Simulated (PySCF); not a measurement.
Spinor energies of S⁴⁺ (sulfur, charge +4)

Start: [Ne] 3s2. Calculated with PySCF 2.14 in an uncontracted even-tempered set (20 s from 0.033 bohr⁻², ratio 2.6; 14 p from 0.043 bohr⁻², ratio 2.6; 8 d from 0.044 bohr⁻², ratio 2.8; 5 f from 1.4 bohr⁻², ratio 2.8): generalised Hartree-Fock with the X2C-1e Hamiltonian and a Gaussian nucleus; spin-orbit coupling (SO) screened by Boettger's factors.

```csv
spinor shell,electrons,"ε, screened SO (eV)",weight of nominal j (screened SO),"rms radius, screened SO (bohr)"
1s1/2,2,-2573.5,1.000,0.112
2s1/2,2,-305.93,1.000,0.513
2p1/2,2,-242.07,1.000,0.487
2p3/2,4,-240.72,1.000,0.490
3s1/2,2,-70.990,1.000,1.58
```

| quantity | screened SO |
| --- | --- |
| E (hartree) | -394.45288 |
| M_J | 0 |
| ⟨J²⟩ | 0.000 |
| ⟨L²⟩ | 0.000 |
| ⟨S²⟩ | 0.000 |
